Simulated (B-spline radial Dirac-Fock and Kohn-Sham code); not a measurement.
# K-line shifts caused by a second vacancy in Br⁺

System: bromine as Br⁺, configuration 1s2 2s2 2p6 3s2 3p6 3d10 4s2 4p4, inside a Watson sphere of charge -1 and radius 2 Å (a model of the Madelung potential; inside it an electron's potential energy is raised by 7.2 eV).

The computed values come from a B-spline atomic structure program: relaxed Dirac-Fock hole states (ΔSCF) with Breit and QED corrections and a finite nucleus. Each two-hole energy is an average over J within one jj subconfiguration, not an observable level; in light atoms, where LS coupling holds, the j-resolved values are not observed lines, and for a K spectator the Kα1 hypersatellite is nearly forbidden. Electron correlation is not included.

Lines without a spectator: Kα2 (K-L2) 11876.3 eV, Kβ3 (K-M2) 13281.0 eV. Shifts in eV with one spectator hole (a dash: not computed, or left out as unreliable):

```
spectator hole     Kα2     Kβ3
        K (1s)  +378.4  +475.9
    L2 (2p1/2)   +37.6       –
    M2 (3p1/2)       –   +8.60
    M4 (3d3/2)   -0.30       –
    M5 (3d5/2)   -1.82       –
```
